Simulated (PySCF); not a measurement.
All values below come from PySCF with PBE-D3(BJ)/def2-TZVP // M06-2X/def2-TZVP. All species are isolated molecules in the gas phase. Excitations are Tamm–Dancoff values on a coarser integration grid. The basis has no diffuse functions, so Rydberg states are missing or too high.

Reference species (SMILES): `[CH3][InH2]` (neutral, multiplicity 1).

```
Property                Value
-------------------  --------
LUMO                 -2.30 eV
S1 excitation (TDA)   4.21 eV
S1–T1 gap (TDA)       0.27 eV
```

Changed species: `[CH3][In]([CH3])[CH3]` (0 of 3 CH3 replaced by H; the reference has 2 of 3 CH3 replaced by H).

Give the shifts of the LUMO, S1 excitation (TDA) and S1–T1 gap (TDA).

the LUMO increases by 0.69 eV, to -1.61 eV; the S1 excitation (TDA) rises by 0.12 eV, to 4.33 eV; the S1–T1 gap (TDA) falls by 0.05 eV, to 0.22 eV.
